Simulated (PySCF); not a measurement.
**Basis set benchmark on one molecule**

Molecule: `[SiH2]([SiH3])[SiH2][SiH2][SiH3]`, H12Si5.

Cartesian coordinates in Å; atom numbers follow the order of the lines, from 1:
```xyz
17

Si    2.2968    0.9203   -0.9328
Si    1.6839   -0.9943    0.2745
Si    0.0401   -0.4051    1.8459
Si   -2.0587   -0.5631    0.8114
Si   -2.0566    0.5497   -1.2538
H     1.1102    1.5241   -1.6109
H     3.3327    0.6064   -1.9644
H     2.8562    1.9246    0.0239
H     2.9026   -1.5340    0.9564
H     1.1438   -2.0478   -0.6420
H     0.2806    0.9998    2.3047
H     0.0886   -1.3102    3.0375
H    -2.3478   -2.0124    0.5685
H    -3.1332   -0.0030    1.6907
H    -1.1216   -0.1447   -2.1920
H    -3.4264    0.5491   -1.8528
H    -1.6053    1.9646   -1.0845
```

Geometry PBE0-D3(BJ)/def2-SVP throughout; GIAO in PySCF, gas phase, one conformer, non-relativistic; equivalent atoms averaged; functional PBE0.

Reference values (measured; C. Corminboeuf, T. Heine, J. Weber, Chem. Phys. Lett. 357 (2002) 1): δ(Si1/Si5) = -98.4 ppm vs TMS, δ(Si2/Si4) = -111.5 ppm vs TMS, δ(Si3) = -107.3 ppm vs TMS. Computed shifts are taken against TMS, calculated as an isolated molecule at each level.

Question: How do the basis sets STO-3G, 6-31G, pcSseg-0, 6-31G*, def2-SVP, cc-pVDZ, pcSseg-1, aug-cc-pVDZ, 6-311+G(2d,p), def2-TZVP perform against the reference? Times are CPU seconds on shared hosts with different chips, so compare them loosely.

Answer: 
| basis set | functions | Si1/Si5 | Si2/Si4 | Si3 | mean abs. error Si | core-s |
| --- | --- | --- | --- | --- | --- | --- |
| STO-3G | 57 | -81.1 | -78.5 | -74.9 | 27.6 | 5.2 |
| 6-31G | 89 | -77.7 | -87.4 | -86.4 | 21.9 | 9.7 |
| pcSseg-0 | 89 | -153.7 | -174.4 | -166.8 | 59.2 | 7.7 |
| 6-31G* | 114 | -67.5 | -81.5 | -81.6 | 28.9 | 13 |
| def2-SVP | 150 | -97.3 | -112.0 | -110.4 | 1.6 | 16 |
| cc-pVDZ | 150 | -87.5 | -98.0 | -96.9 | 11.6 | 18 |
| pcSseg-1 | 180 | -102.3 | -115.6 | -113.7 | 4.8 | 36 |
| aug-cc-pVDZ | 243 | -94.1 | -97.6 | -97.2 | 9.4 | 39 |
| 6-311+G(2d,p) | 247 | -102.3 | -114.4 | -112.5 | 4.0 | 37 |
| def2-TZVP | 257 | -105.1 | -118.5 | -116.2 | 7.5 | 40 |

For 29Si the closest is def2-SVP (1.6 ppm) and the furthest pcSseg-0 (59.2 ppm). Where a smaller basis beats a larger one, errors probably cancel. One molecule is a small sample, and vibrational and solvent effects are absent from the calculation.

A small basis that lands close on one nucleus may do so by chance; judge by the trend and by all nuclei.
